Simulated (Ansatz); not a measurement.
Cost and result up the ladder for Zn8O8H22 (38 atoms). The state is a singlet with charge 0. Geometry: PBE-D4/def2-SVP.

```xyz
38

Zn   -2.357   -2.559    2.023
O     0.332   -0.889    3.268
O    -1.402   -0.942    0.656
Zn   -0.865    0.866    1.354
Zn    1.990   -0.758    2.087
O     1.226    0.939    1.111
O    -1.635    1.741   -0.319
Zn   -1.450    3.319   -1.796
Zn    2.220    1.288   -0.623
O     0.437    4.025   -1.336
Zn   -0.400   -2.644    0.233
O     1.512   -2.004    0.472
O    -0.460   -2.646   -1.808
Zn   -1.186    0.666   -2.043
Zn    2.195   -1.243   -1.350
O     0.836    0.338   -1.866
H    -3.750   -2.749    1.327
H    -1.540   -2.343    3.397
H    -0.156   -0.031    3.380
H    -0.442   -1.581    3.249
H    -2.116   -0.828   -0.004
H    -1.102    1.411    2.831
H     3.464   -0.831    2.591
H     1.442    1.685    1.707
H    -2.597    1.799   -0.150
H    -2.566    4.410   -1.694
H    -1.058    2.108   -2.975
H     2.557    2.813   -0.928
H     0.475    4.752   -0.687
H     1.265    3.467   -1.175
H    -0.998   -3.799    1.153
H     2.071   -2.793    0.623
H    -0.965   -1.835   -2.128
H     0.453   -2.588   -2.212
H    -1.985   -0.684   -2.336
H     3.300   -0.061   -0.806
H     2.126   -2.382   -2.456
H     1.130    0.560   -2.773
```

Ansatz on 2 threads of AMD EPYC 7R13 on a shared host and a share (18 GiB) of an NVIDIA H100 80GB HBM3. Times are rough, and most runs start from the orbitals of an earlier one. r2SCAN0-D4/def2-TZVP serves as the yardstick here, not as an exact answer. Differences are given only for rows in sets of like size (and for xTB, whose basis is part of the method), since another set adds its own error. Binding counts from free atoms at the same level (Zn singlet, O triplet, H doublet; other spins of the atoms weren't run), without zero-point energy or a counterpoise term.

B3LYP takes the VWN-RPA correlation. Correlated methods freeze 80 core orbitals. The rows differ in basis, and correlated rows in double-zeta sets carry the largest basis error. Single mean-field runs in def2-SVP, def2-TZVP are fitted with def2-universal-jkfit.

Correlated methods converge slowly with the basis, most of all in double-zeta sets.

```csv
level,functions,wall time
PBE0-D4/def2-SVP,470,7.5 s
r2SCANh-D4/def2-TZVP,764,8 s
PBE-D4/def2-SVP,470,8 s
MP2/def2-SVP,470,8 s
B3LYP-D4/def2-TZVP,764,9 s
r2SCAN-D4/def2-TZVP,764,14 s
r2SCAN0-D4/def2-TZVP (with forces),764,15 s
HF/STO-3G,206,17 s
PBE0-D4/def2-TZVP,764,17 s
PBE-D4/def2-TZVP (with forces),764,19 s
```

**Question.** Estimate what each level gives for the binding energy per atom (eV).

**Answer.** 
```json
{"level": "PBE0-D4/def2-SVP", "binding energy per atom (eV)": "2.79", "difference from r2SCAN0-D4/def2-TZVP (eV)": "–", "remarks": "–"}
{"level": "r2SCANh-D4/def2-TZVP", "binding energy per atom (eV)": "2.76", "difference from r2SCAN0-D4/def2-TZVP (eV)": "0.03", "remarks": "–"}
{"level": "PBE-D4/def2-SVP", "binding energy per atom (eV)": "2.86", "difference from r2SCAN0-D4/def2-TZVP (eV)": "–", "remarks": "–"}
{"level": "MP2/def2-SVP", "binding energy per atom (eV)": "2.69", "difference from r2SCAN0-D4/def2-TZVP (eV)": "–", "remarks": "–"}
{"level": "B3LYP-D4/def2-TZVP", "binding energy per atom (eV)": "2.69", "difference from r2SCAN0-D4/def2-TZVP (eV)": "-0.03", "remarks": "–"}
{"level": "r2SCAN-D4/def2-TZVP", "binding energy per atom (eV)": "2.78", "difference from r2SCAN0-D4/def2-TZVP (eV)": "0.06", "remarks": "–"}
{"level": "r2SCAN0-D4/def2-TZVP (with forces)", "binding energy per atom (eV)": "2.72", "difference from r2SCAN0-D4/def2-TZVP (eV)": "0.00", "remarks": "–"}
{"level": "HF/STO-3G", "binding energy per atom (eV)": "1.83", "difference from r2SCAN0-D4/def2-TZVP (eV)": "–", "remarks": "HOMO above zero"}
{"level": "PBE0-D4/def2-TZVP", "binding energy per atom (eV)": "2.69", "difference from r2SCAN0-D4/def2-TZVP (eV)": "-0.03", "remarks": "–"}
{"level": "PBE-D4/def2-TZVP (with forces)", "binding energy per atom (eV)": "2.73", "difference from r2SCAN0-D4/def2-TZVP (eV)": "0.01", "remarks": "–"}
```
